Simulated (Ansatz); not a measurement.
A run of Ansatz (development build ahead of 0.2.0) on singlet C14H10 at this shape:

```yaml
atoms:
  - { symbol: C, position_ang: [-1.2052, 0.6738, -0.0007] }
  - { symbol: C, position_ang: [-2.4995, 1.4334, 0.0339] }
  - { symbol: C, position_ang: [-3.6237, 0.6793, -0.0196] }
  - { symbol: C, position_ang: [-3.7026, -0.7097, 0.0184] }
  - { symbol: C, position_ang: [-2.5154, -1.4343, 0.0100] }
  - { symbol: C, position_ang: [-1.2047, -0.6832, 0.0279] }
  - { symbol: C, position_ang: [1.2512, 0.7569, 0.0191] }
  - { symbol: C, position_ang: [0.0401, 1.4316, -0.0005] }
  - { symbol: C, position_ang: [-0.0396, -1.4246, -0.0202] }
  - { symbol: C, position_ang: [1.2674, -0.6997, -0.0057] }
  - { symbol: C, position_ang: [3.6404, 0.7492, 0.0293] }
  - { symbol: C, position_ang: [2.4259, 1.4040, 0.0016] }
  - { symbol: C, position_ang: [2.5219, -1.4159, -0.0165] }
  - { symbol: C, position_ang: [3.6950, -0.7099, -0.0315] }
  - { symbol: H, position_ang: [-2.5170, 2.4733, -0.0042] }
  - { symbol: H, position_ang: [-4.6163, 1.2528, 0.0491] }
  - { symbol: H, position_ang: [-4.5832, -1.2063, -0.0070] }
  - { symbol: H, position_ang: [-2.4827, -2.4493, 0.0016] }
  - { symbol: H, position_ang: [0.0435, 2.5122, 0.0183] }
  - { symbol: H, position_ang: [0.0494, -2.4987, 0.0071] }
  - { symbol: H, position_ang: [4.6356, 1.2888, -0.0128] }
  - { symbol: H, position_ang: [2.5018, 2.4578, 0.0087] }
  - { symbol: H, position_ang: [2.4906, -2.4776, -0.0423] }
  - { symbol: H, position_ang: [4.5865, -1.2055, 0.0112] }
```

Its results:

| Property | Result |
| --- | --- |
| Converged | yes |
| Total energy | -535.54344 hartree |
| Spin squared of the determinant | 0.000 |
| Stability test | minimum among restricted orbitals |

Forces (eV/Å):
```json
{"atom": "C1", "Fx": "0.877", "Fy": "6.601", "Fz": "0.446"}
{"atom": "C2", "Fx": "1.446", "Fy": "-4.381", "Fz": "-0.729"}
{"atom": "C3", "Fx": "-2.656", "Fy": "4.102", "Fz": "1.007"}
{"atom": "C4", "Fx": "5.628", "Fy": "-1.762", "Fz": "-0.356"}
{"atom": "C5", "Fx": "-0.310", "Fy": "5.599", "Fz": "0.291"}
{"atom": "C6", "Fx": "-2.329", "Fy": "-4.916", "Fz": "-0.575"}
{"atom": "C7", "Fx": "-3.266", "Fy": "-3.355", "Fz": "-0.387"}
{"atom": "C8", "Fx": "-2.560", "Fy": "-1.974", "Fz": "0.167"}
{"atom": "C9", "Fx": "4.547", "Fy": "2.493", "Fz": "0.478"}
{"atom": "C10", "Fx": "-2.844", "Fy": "-1.325", "Fz": "-0.021"}
{"atom": "C11", "Fx": "0.749", "Fy": "-0.826", "Fz": "-0.807"}
{"atom": "C12", "Fx": "5.946", "Fy": "0.939", "Fz": "0.397"}
{"atom": "C13", "Fx": "-0.353", "Fy": "1.910", "Fz": "-0.230"}
{"atom": "C14", "Fx": "-3.280", "Fy": "2.202", "Fz": "0.650"}
{"atom": "H15", "Fx": "0.038", "Fy": "1.670", "Fz": "0.105"}
{"atom": "H16", "Fx": "1.615", "Fy": "-1.007", "Fz": "-0.382"}
{"atom": "H17", "Fx": "-2.990", "Fy": "-1.401", "Fz": "-0.005"}
{"atom": "H18", "Fx": "-0.004", "Fy": "-3.061", "Fz": "0.008"}
{"atom": "H19", "Fx": "-0.230", "Fy": "0.007", "Fz": "-0.064"}
{"atom": "H20", "Fx": "-0.604", "Fy": "-0.146", "Fz": "-0.106"}
{"atom": "H21", "Fx": "-1.668", "Fy": "-0.509", "Fz": "0.215"}
{"atom": "H22", "Fx": "-0.424", "Fy": "1.144", "Fz": "-0.028"}
{"atom": "H23", "Fx": "0.131", "Fy": "-0.795", "Fz": "0.022"}
{"atom": "H24", "Fx": "2.541", "Fy": "-1.209", "Fz": "-0.096"}
```

Problem. Which input gives this output? Name the method, the orbitals and the basis set, and write the input.

Solution. RHF in def2-SVP. An unrestricted run that stays on the closed shell gives the same numbers.

```yaml
crystal:
  periodic: [false, false, false]
  atoms:
    - { symbol: C, position_ang: [-1.20524, 0.67376, -0.00072] }
    - { symbol: C, position_ang: [-2.49951, 1.43342, 0.0339] }
    - { symbol: C, position_ang: [-3.62373, 0.67926, -0.01955] }
    - { symbol: C, position_ang: [-3.70263, -0.70972, 0.01838] }
    - { symbol: C, position_ang: [-2.51535, -1.4343, 0.00998] }
    - { symbol: C, position_ang: [-1.20475, -0.68315, 0.02788] }
    - { symbol: C, position_ang: [1.25117, 0.75689, 0.01905] }
    - { symbol: C, position_ang: [0.04005, 1.4316, -0.00049] }
    - { symbol: C, position_ang: [-0.0396, -1.42456, -0.0202] }
    - { symbol: C, position_ang: [1.2674, -0.69971, -0.00574] }
    - { symbol: C, position_ang: [3.64043, 0.74922, 0.02929] }
    - { symbol: C, position_ang: [2.42595, 1.40399, 0.00156] }
    - { symbol: C, position_ang: [2.52189, -1.41589, -0.0165] }
    - { symbol: C, position_ang: [3.69498, -0.70991, -0.03148] }
    - { symbol: H, position_ang: [-2.51704, 2.47325, -0.00416] }
    - { symbol: H, position_ang: [-4.61631, 1.25278, 0.04911] }
    - { symbol: H, position_ang: [-4.58323, -1.2063, -0.00699] }
    - { symbol: H, position_ang: [-2.48267, -2.44931, 0.00159] }
    - { symbol: H, position_ang: [0.04348, 2.51219, 0.01828] }
    - { symbol: H, position_ang: [0.0494, -2.49865, 0.00709] }
    - { symbol: H, position_ang: [4.63557, 1.28881, -0.0128] }
    - { symbol: H, position_ang: [2.50178, 2.45783, 0.00873] }
    - { symbol: H, position_ang: [2.49057, -2.47764, -0.04233] }
    - { symbol: H, position_ang: [4.58648, -1.20547, 0.01115] }
basis:
  gaussian: { orbitals: def2-SVP }
hamiltonian:
  xc: hf
output:
  forces: true
```

Caution: no unrestricted run beside it, a lower state can exist.
